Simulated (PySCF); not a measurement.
Ba (barium, neutral) across methods

[Xe] 6s1 6p1, high-spin 3P determinant (an excited configuration). All numbers are calculated (PySCF 2.14, scalar relativity by spin-free X2C-1e, in aug-cc-pVQZ-X2C (10s9p7d4f2g, 118 functions)).

```
method  E (hartree)  mean ε 5p β (eV)  mean ε 6s α (eV)  mean ε 6p α (eV)  Σ⟨r²⟩ (bohr²)   ⟨S²⟩
 B3LYP     -8134.79           -21.028            -4.449            -2.254          110.9  2.000
 M06-L     -8134.47           -19.901            -3.877            -1.942          110.9  2.001
   LDA     -8127.65           -19.916            -4.178            -1.978          109.9  2.000
revPBE     -8134.55           -19.744            -3.954            -2.018          110.3  2.000
   UHF  -8131.60519           -25.205            -5.945            -3.645          115.0  2.000
  PBE0     -8134.34           -21.391            -4.578            -2.471          110.3  2.000
r2SCAN     -8134.68           -20.334            -4.024            -2.027          110.4  2.000
   PBE     -8134.26           -19.755            -4.010            -2.011          110.2  2.000
```

Spin-orbit coupling, absent here, splits the open shell strongly.
